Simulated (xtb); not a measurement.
C₃H₉BO₃, triplet, from a rough starting geometry (a higher spin typed on purpose: for a closed-shell molecule this is an excited state); GFN2-xTB run with xtb.

The xtb input:
```
$ xtb mol.xyz --gfn 2 --uhf 2 --opt vtight --json

# file mol.xyz
16

B     -0.02944649    -0.03961858     0.07582609
O      0.87553268     0.92057914     0.52974631
C      0.79130760     2.24114894     0.17638389
H     -0.14535623     2.74750503     0.53013684
H      1.64111494     2.71557836     0.65720371
H      0.84041384     2.35033387    -0.90089965
O      0.09304044    -1.34325778     0.39493773
C      1.02663165    -1.73892373     1.37885256
H      0.75907892    -1.30640123     2.25306009
H      0.98158897    -2.84974722     1.36127891
H      1.99828253    -1.41255764     1.12105207
O     -0.85961309     0.38443865    -0.85939465
C     -1.85424712    -0.51209161    -1.51195391
H     -1.62674745    -1.53982492    -1.15515847
H     -2.83831037    -0.15732356    -1.41740056
H     -1.55849310    -0.52878995    -2.61425301
```

What the program printed (banner, timings and long lists left out):

```
   ID    Z sym.   atoms
    1    5 B      1
    2    8 O      2, 7, 12
    3    6 C      3, 8, 13
    4    1 H      4-6, 9-11, 14-16

           -------------------------------------------------
          |                Calculation Setup                |
           -------------------------------------------------

           -------------------------------------------------
          |                 G F N 2 - x T B                 |
           -------------------------------------------------

          ...................................................
          :                      SETUP                      :
          :.................................................:
          :  # basis functions                  37          :
          :  # atomic orbitals                  37          :
          :  # shells                           23          :
          :  # electrons                        42          :
          :  max. iterations                   250          :
          :  Hamiltonian                  GFN2-xTB          :
          :  restarted?                      false          :
          :  GBSA solvation                  false          :
          :  PC potential                    false          :
          :  electronic temp.          300.0000000     K    :
          :  accuracy                    1.0000000          :
          :  -> integral cutoff          0.2500000E+02      :
          :  -> integral neglect         0.1000000E-07      :
          :  -> SCF convergence          0.1000000E-05 Eh   :
          :  -> wf. convergence          0.1000000E-03 e    :
          :  Broyden damping             0.4000000          :
          :  net charge                          0          :
          :  unpaired electrons                  2          :
          ...................................................

 iter      E             dE          RMSdq      gap      omega  full diag
   1    -24.3159530 -0.243160E+02  0.712E+00    0.72       0.0  T
   2    -24.3619794 -0.460265E-01  0.420E+00    0.89       1.0  T
   3    -24.2164710  0.145508E+00  0.343E+00    0.05       1.0  T
   4    -24.3708704 -0.154399E+00  0.224E+00    1.95       1.0  T
   5    -24.3870761 -0.162057E-01  0.167E+00    1.53       1.0  T
   6    -24.4111999 -0.241238E-01  0.106E+00    1.12       1.0  T
   7    -24.3992057  0.119942E-01  0.131E+00    0.83       1.0  T
   8    -24.4095880 -0.103823E-01  0.107E+00    0.82       1.0  T
   9    -24.4102291 -0.641112E-03  0.943E-01    0.81       1.0  T
  10    -24.4219150 -0.116859E-01  0.557E-01    0.70       1.0  T
  11    -24.4278321 -0.591703E-02  0.203E-01    0.69       1.0  T
  12    -24.4284640 -0.631921E-03  0.858E-02    0.66       1.0  T
  13    -24.4285420 -0.780549E-04  0.572E-02    0.65       1.0  T
  14    -24.4285906 -0.485493E-04  0.339E-02    0.66       1.0  T
  15    -24.4285960 -0.539309E-05  0.297E-02    0.66       1.0  T
  16    -24.4286129 -0.168955E-04  0.949E-03    0.66       2.6  T
  17    -24.4286146 -0.173724E-05  0.279E-03    0.66       9.0  T
  18    -24.4286147 -0.138379E-06  0.101E-03    0.66      24.7  T
  19    -24.4286148 -0.200722E-07  0.285E-04    0.66      87.7  T
  20    -24.4286148 -0.160146E-08  0.619E-05    0.66     404.0  T

   *** convergence criteria satisfied after 20 iterations ***

 transition dipole moment (au) for excitation:          21          22
     X       Y       Z
  -0.3859   0.4794  -0.5038  total (au/Debye):    0.795   2.022
 dE (eV)             :    9.907
 oscillator strength :  0.21714E+00

         :::::::::::::::::::::::::::::::::::::::::::::::::::::
         ::                     SUMMARY                     ::
         :::::::::::::::::::::::::::::::::::::::::::::::::::::
         :: total energy             -24.201035240282 Eh    ::
         :: gradient norm              0.304398005906 Eh/a0 ::
         :: HOMO-LUMO gap              0.658403196296 eV    ::
         ::.................................................::
         :: SCC energy               -24.428583803267 Eh    ::
         :: -> isotropic ES            0.095462527194 Eh    ::
         :: -> anisotropic ES         -0.004820821496 Eh    ::
         :: -> anisotropic XC          0.002059892871 Eh    ::
         :: -> dispersion             -0.007961828257 Eh    ::
         :: repulsion energy           0.227548562985 Eh    ::
         :: add. restraining           0.000000000000 Eh    ::
         :: total charge              -0.000000000000 e     ::
         :::::::::::::::::::::::::::::::::::::::::::::::::::::

      -----------------------------------------------------------
     |                   =====================                   |
     |                        A N C O P T                        |
     |                   =====================                   |
     |               Approximate Normal Coordinate               |
     |                Rational Function Optimizer                |
      -----------------------------------------------------------
      -----------------------------------------------------------
     |                   =====================                   |
     |                        A N C O P T                        |
     |                   =====================                   |
     |               Approximate Normal Coordinate               |
     |                Rational Function Optimizer                |
      -----------------------------------------------------------

          ...................................................
          :                      SETUP                      :
          :.................................................:
          :   optimization level         verytight          :
          :   max. optcycles                   320          :
          :   ANC micro-cycles                  20          :
          :   degrees of freedom                42          :
          :.................................................:
[...]
 * total energy  :   -24.3279647 Eh     change       -0.6333005E-05 Eh
 * total energy  :   -24.3279709 Eh     change       -0.6181728E-05 Eh
 * total energy  :   -24.3279732 Eh     change       -0.2337326E-05 Eh
 * total energy  :   -24.3279748 Eh     change       -0.1598989E-05 Eh
 * total energy  :   -24.3279765 Eh     change       -0.1736890E-05 Eh
 * total energy  :   -24.3279783 Eh     change       -0.1727544E-05 Eh
 * total energy  :   -24.3279790 Eh     change       -0.7856702E-06 Eh
 * total energy  :   -24.3279796 Eh     change       -0.5668643E-06 Eh
 * total energy  :   -24.3279800 Eh     change       -0.3513966E-06 Eh
 * total energy  :   -24.3279801 Eh     change       -0.1592840E-06 Eh
 * total energy  :   -24.3279802 Eh     change       -0.1060965E-06 Eh
 * total energy  :   -24.3279803 Eh     change       -0.5075778E-07 Eh
   *** GEOMETRY OPTIMIZATION CONVERGED AFTER 91 ITERATIONS ***
         :: total energy             -24.327980271492 Eh    ::
[...]
          |                Property Printout                |
           -------------------------------------------------

    * Orbital Energies and Occupations

         #    Occupation            Energy/Eh            Energy/eV
      -------------------------------------------------------------
         1        2.0000           -0.6841062             -18.6155
       ...           ...                  ...                  ...
        10        2.0000           -0.5361475             -14.5893
        11        2.0000           -0.5270335             -14.3413
        12        2.0000           -0.5236768             -14.2500
        13        2.0000           -0.5160486             -14.0424
        14        2.0000           -0.5112054             -13.9106
        15        2.0000           -0.5054756             -13.7547
        16        2.0000           -0.4541289             -12.3575
        17        2.0000           -0.4415200             -12.0144
        18        2.0000           -0.4265799             -11.6078
        19        2.0000           -0.4162256             -11.3261
        20        1.9999           -0.4038046             -10.9881
        21        1.0001           -0.3855795             -10.4922
        22        1.0000           -0.2380843              -6.4786 (HOMO)
        23                          0.0714954               1.9455 (LUMO)
        24                          0.0822992               2.2395
        25                          0.0854602               2.3255
        26                          0.1174581               3.1962
        27                          0.1413257               3.8457
        28                          0.1568739               4.2688
        29                          0.1646177               4.4795
        30                          0.1818748               4.9491
        31                          0.1914519               5.2097
        32                          0.1994941               5.4285
        33                          0.2082544               5.6669
       ...                                ...                  ...
        37                          0.3642480               9.9117
      -------------------------------------------------------------
                  HL-Gap            0.3095797 Eh            8.4241 eV
             Fermi-level           -0.2389932 Eh           -6.5033 eV

     #   Z          covCN         q      C6AA      α(0)
     1   5 B        2.347     0.360    22.922     9.139
     2   8 O        1.625    -0.339    19.722     5.994
     3   6 C        3.630     0.045    20.212     6.474
     4   1 H        0.923     0.042     2.417     2.431
     5   1 H        0.924     0.056     2.249     2.345
     6   1 H        0.923     0.070     2.082     2.256
     7   8 O        1.634    -0.353    19.977     6.033
     8   6 C        3.636     0.052    20.066     6.445
     9   1 H        0.923     0.060     2.201     2.320
    10   1 H        0.924     0.049     2.335     2.390
    11   1 H        0.923     0.050     2.323     2.383
    12   8 O        1.622    -0.324    19.453     5.953
    13   6 C        3.627     0.057    20.040     6.449
    14   1 H        0.922     0.061     2.190     2.314
    15   1 H        0.924     0.047     2.361     2.403
    16   1 H        0.924     0.068     2.113     2.273

 Mol. C6AA /au·bohr⁶  :       2010.653004
 Mol. C8AA /au·bohr⁸  :      43356.647304
 Mol. α(0) /au        :         67.604555

Wiberg/Mayer (AO) data.
largest (>0.10) Wiberg bond orders for each atom

 ---------------------------------------------------------------------------
     #   Z sym  total        # sym  WBO       # sym  WBO       # sym  WBO
 ---------------------------------------------------------------------------
     1   5 B    2.551 --     7 O    0.906     2 O    0.786    12 O    0.758
     2   8 O    2.207 --     3 C    1.050     1 B    0.786    12 O    0.128
                             7 O    0.101
     3   6 C    3.959 --     2 O    1.050     5 H    0.967     4 H    0.962
                             6 H    0.930
     4   1 H    0.997 --     3 C    0.962
     5   1 H    0.996 --     3 C    0.967
     6   1 H    0.993 --     3 C    0.930
     7   8 O    2.223 --     8 C    1.033     1 B    0.906     2 O    0.101
     8   6 C    3.962 --     7 O    1.033    10 H    0.976     9 H    0.943
                            11 H    0.923
     9   1 H    0.996 --     8 C    0.943
    10   1 H    0.997 --     8 C    0.976
    11   1 H    0.996 --     8 C    0.923
    12   8 O    2.174 --    13 C    1.063     1 B    0.758     2 O    0.128
    13   6 C    3.961 --    12 O    1.063    15 H    0.969    16 H    0.945
                            14 H    0.913
    14   1 H    0.994 --    13 C    0.913
    15   1 H    0.998 --    13 C    0.969
    16   1 H    0.994 --    13 C    0.945
 ---------------------------------------------------------------------------

Topologies differ in total number of bonds
Writing topology from bond orders to xtbtopo.mol

molecular dipole:
                 x           y           z       tot (Debye)
 q only:        0.325      -0.050      -0.444
   full:        0.639      -0.286      -0.748       2.605
molecular quadrupole (traceless):
                xx          xy          yy          xz          yz          zz
 q only:       -2.833       0.777       5.040       2.352       2.488      -2.207
  q+dip:       -2.962       1.759       4.313       3.489       1.957      -1.350
   full:       -3.046       1.720       5.036       3.854       2.194      -1.990

optimized geometry written to: xtbopt.xyz

           -------------------------------------------------
          | TOTAL ENERGY              -24.327980271492 Eh   |
          | GRADIENT NORM               0.000083470513 Eh/α |
          | HOMO-LUMO GAP               8.424091466447 eV   |
           -------------------------------------------------

normal termination of xtb
```
